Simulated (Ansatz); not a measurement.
Ansatz (a quantum-chemistry and plane-wave program) input (HF/3-21G): The .json file is the Basis Set Exchange's 3-21G.

Ansatz 0.2 input:
```yaml
crystal:
  periodic: [false, false, false]
  atoms:
    - {symbol: C, position_ang: [-1.67323436, -0.00554951, -0.04317373]}
    - {symbol: I, position_ang: [0.27297455, 0.00090536, 0.00704344]}
    - {symbol: H, position_ang: [-2.21653840, 0.93356701, -0.08444468]}
    - {symbol: H, position_ang: [-2.21170666, -0.94825390, -0.02981539]}
basis:
  gaussian:
    orbitals: 3-21G.json
hamiltonian:
  xc: {name: HF}
total_charge: 1
relax: {f_tol: 0.003, max_steps: 120}
```

Output:

```
WARN ansatz: RAYON_NUM_THREADS=1 ignored (pool sized by the plan → 1); use --threads N
Functional definition: HF
integrals: 0.01 GiB planned
615 factors; integrals over basis functions are off by at most 7.0e-4 eV
mean field: 0.13 GiB planned
mean field evaluation 1: about -188473.4512 eV, gradient 1.4e1 eV
mean field evaluation 2: about -188473.5115 eV, gradient 1.4e1 eV
mean field evaluation 4: about -188473.8961 eV, gradient 1.7e0 eV
mean field evaluation 8: about -188473.9270 eV, gradient 5.9e-2 eV
mean field evaluation 16: about -188473.9271 eV, gradient 2.5e-5 eV
mean field -188473.92705936 eV, -6926.2890672152 hartree, gradient 2.5e-5 eV, S^2 0.000000; 0 other end points of the search recorded, 0 dependent functions left out
the calculation of the forces begins
reference -188473.92705936 eV, -6926.2890672152 hartree; 30, 30 occupied and 16, 16 virtual orbitals, 615 factors
relax step   1: F+E_penalty+E_count = -188473.92705936 eV  Δ(F+E_penalty+E_count) = +0.000e0 eV  max|allowed force component| = 1.675e0 eV/Å  Δτ_max = 0.0000 Å  (36 SCF iters, accepted)
these checks for a lower state are left out or cut short: starts, cluster_reference, orbital_swaps, neighbouring_geometries, increment
integrals: 0.01 GiB planned
615 factors; integrals over basis functions are off by at most 7.2e-4 eV
mean field: 0.13 GiB planned
mean field -188473.98334327 eV, -6926.2911356110 hartree, gradient 2.4e-5 eV, S^2 0.000000; 0 other end points of the search recorded, 0 dependent functions left out
the calculation of the forces begins
reference -188473.98334327 eV, -6926.2911356110 hartree; 30, 30 occupied and 16, 16 virtual orbitals, 615 factors
relax step   2: F+E_penalty+E_count = -188473.98334327 eV  Δ(F+E_penalty+E_count) = -5.628e-2 eV  max|allowed force component| = 1.191e-1 eV/Å  Δτ_max = 0.0574 Å  (34 SCF iters, accepted)
these checks for a lower state are left out or cut short: starts, cluster_reference, orbital_swaps, neighbouring_geometries, increment
integrals: 0.01 GiB planned
615 factors; integrals over basis functions are off by at most 7.2e-4 eV
mean field: 0.13 GiB planned
mean field evaluation 32: about -188473.9838 eV, gradient 4.0e-5 eV
mean field -188473.98382581 eV, -6926.2911533439 hartree, gradient 4.0e-5 eV, S^2 0.000000; 0 other end points of the search recorded, 0 dependent functions left out
the calculation of the forces begins
reference -188473.98382581 eV, -6926.2911533439 hartree; 30, 30 occupied and 16, 16 virtual orbitals, 615 factors
relax step   3: F+E_penalty+E_count = -188473.98382581 eV  Δ(F+E_penalty+E_count) = -4.825e-4 eV  max|allowed force component| = 2.271e-2 eV/Å  Δτ_max = 0.0052 Å  (32 SCF iters, accepted)
these checks for a lower state are left out or cut short: starts, cluster_reference, orbital_swaps, neighbouring_geometries, increment
integrals: 0.01 GiB planned
615 factors; integrals over basis functions are off by at most 7.2e-4 eV
mean field: 0.13 GiB planned
mean field -188473.98383748 eV, -6926.2911537729 hartree, gradient 7.9e-5 eV, S^2 0.000000; 0 other end points of the search recorded, 0 dependent functions left out
the calculation of the forces begins
reference -188473.98383748 eV, -6926.2911537729 hartree; 30, 30 occupied and 16, 16 virtual orbitals, 615 factors
relax step   4: F+E_penalty+E_count = -188473.98383748 eV  Δ(F+E_penalty+E_count) = -1.167e-5 eV  max|allowed force component| = 4.049e-3 eV/Å  Δτ_max = 0.0005 Å  (23 SCF iters, accepted)
these checks for a lower state are left out or cut short: starts, cluster_reference, orbital_swaps, neighbouring_geometries, increment
integrals: 0.01 GiB planned
615 factors; integrals over basis functions are off by at most 7.2e-4 eV
mean field: 0.13 GiB planned
mean field -188473.98383777 eV, -6926.2911537834 hartree, gradient 2.2e-5 eV, S^2 0.000000; 0 other end points of the search recorded, 0 dependent functions left out
the calculation of the forces begins
reference -188473.98383777 eV, -6926.2911537834 hartree; 30, 30 occupied and 16, 16 virtual orbitals, 615 factors
relax step   5: F+E_penalty+E_count = -188473.98383777 eV  Δ(F+E_penalty+E_count) = -2.870e-7 eV  max|allowed force component| = 1.491e-4 eV/Å  Δτ_max = 0.0001 Å  (21 SCF iters, accepted)
integrals: 0.01 GiB planned
615 factors; integrals over basis functions are off by at most 7.2e-4 eV
mean field: 0.13 GiB planned
mean field -188473.98383777 eV, -6926.2911537834 hartree, gradient 2.2e-5 eV, S^2 0.000000; 1 other end points of the search recorded, 0 dependent functions left out
the calculation of the forces begins
reference -188473.98383777 eV, -6926.2911537834 hartree; 30, 30 occupied and 16, 16 virtual orbitals, 615 factors
Total energy: -188473.98383777 eV, -6926.2911537834 hartree
Atom 0 at    -1.682793    -0.005581    -0.043420 Å, force    -0.000072    -0.000000    -0.000002 eV/Å
Atom 1 at     0.324672     0.001077     0.008377 Å, force     0.000043     0.000000     0.000001 eV/Å
Atom 2 at    -2.237562     0.915803    -0.084475 Å, force     0.000014     0.000149    -0.000004 eV/Å
Atom 3 at    -2.232821    -0.930630    -0.030873 Å, force     0.000015    -0.000149     0.000005 eV/Å
Dipole moment:    -0.945982    -0.003137    -0.024409 e Å
```

The dipole moment of an ion depends on the origin.
